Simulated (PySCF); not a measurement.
Gas-phase reaction: Si₂O(OH)₆ → Si + 6 OH + SiO

Computed with PySCF and rigid-rotor harmonic-oscillator thermochemistry at 1 bar. † marks an energy on the PBE0/def2-TZVP geometry and frequencies; other levels use their own. MP2 freezes the core. Open shells (unrestricted): Si (multiplicity 3, electronic degeneracy 9), OH (multiplicity 2, electronic degeneracy 4); the rest are closed-shell singlets. Spin-orbit splitting is ignored; it lowers the true energy and changes the entropy of Si, OH. No R ln 2 is added for the mirror-image form of Si₂O(OH)₆. Si₂O(OH)₆: computed as isolated molecules; such fragments, hydroxides, amides, oligomers or adducts are transient or little studied in the gas. MP2 isn't extrapolated to the basis-set limit; its ΔH°(298 K) is 2951.2 kJ in def2-SVP and 3153.2 kJ in def2-TZVPP. The harmonic model lacks anharmonicity and excited electronic states, which grow with temperature; levels with a mode under 35 cm⁻¹ are left out. Internal rotation in Si₂O(OH)₆ is treated as a harmonic vibration of one conformer, which makes the entropy rough.

```
level               ΔE electronic, kJ  ΔH°(298 K), kJ  ΔS°(298 K), J/K  ΔG°(2500 K), kJ
------------------  -----------------  --------------  ---------------  ---------------
HF/def2-TZVP†                    2417            2343             1033             -139
M06-2X/def2-TZVP†                3186            3112             1033              630
MP2/def2-SVP†                    3025            2951             1033              470
MP2/def2-TZVPP†                  3227            3153             1033              672
PBE/def2-SVP                     3047            2975             1042              472
PBE0/def2-SVP†                   2994            2920             1033              438
ωB97M-V/def2-TZVP†               3108            3034             1033              553
```
ΔH° is lowest at HF/def2-TZVP† and highest at MP2/def2-TZVPP†. No reference value is set beside these.
